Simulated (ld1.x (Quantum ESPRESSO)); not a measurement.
# Pseudopotential generation for platinum (Pt): RRKJ, LDA (PZ), non-relativistic.

ld1.x (Quantum ESPRESSO) 7.5 input, shortened:

```
&input
   title='Pt', zed=78., rel=0, dft='PZ', iswitch=3,
   config='[Xe] 4f14 5d9 6s1 6p0'
 /
 &inputp
   pseudotype=2, tm=.false., rho0=0.01, lloc=0,
   nlcc=.false.
 /
3
6P  2  1   0.00   0.00  3.85  3.85  0.0
5D  3  2   9.00   0.00  1.35  1.35  0.0
6S  1  0   1.00   0.00  2.55  2.55  0.0
 &test
   configts(1)='5d9 6s1 6p0'
 /
```

All-electron outer shells of the reference configuration (LDA (PZ), non-relativistic, ld1.x):

```json
{"shell": "5s", "level (eV)": "-80.28", "outermost node (bohr)": "0.54", "outermost maximum (bohr)": "0.96"}
{"shell": "5p", "level (eV)": "-51.27", "outermost node (bohr)": "0.55", "outermost maximum (bohr)": "1.02"}
{"shell": "5d", "level (eV)": "-7.44", "outermost node (bohr)": "0.58", "outermost maximum (bohr)": "1.24"}
{"shell": "6s", "level (eV)": "-4.40", "outermost node (bohr)": "1.27", "outermost maximum (bohr)": "2.73"}
{"shell": "6p", "level (eV)": "-1.00", "outermost node (bohr)": "1.42", "outermost maximum (bohr)": "3.78"}
```

Question: Estimate the cutoffs (Ry, on a coarse ladder) from which the occupation-weighted sum of valence levels, in a spherical-Bessel basis at the reference potential, stays within 10 and 1 mRy of its value at 400 Ry.

Answer: 90 Ry and 140 Ry.

Question: What does a ghost test show?

Answer: No extra level below or beside the all-electron valence levels (p, d, s, f tested).

Question: Which valence shell sets the plane-wave cutoff?

Answer: 5d: its level needs 90 Ry to come within 1 mRy, against 15 Ry for 6s.

Question: Tests: 5d9 6s0 6p0; 5d8 6s0 6p0; 5d7 6s0 6p0; 5d9 6s0 6p1; 5d8 6s1 6p1; 5d10 6s0 6p0; 5d8 6s1 6p0. Which has the largest error in its energy relative to the reference configuration, and how large is it?

Answer: 5d7 6s0 6p0, with -367 meV (all-electron minus pseudo) on +61.75 eV.
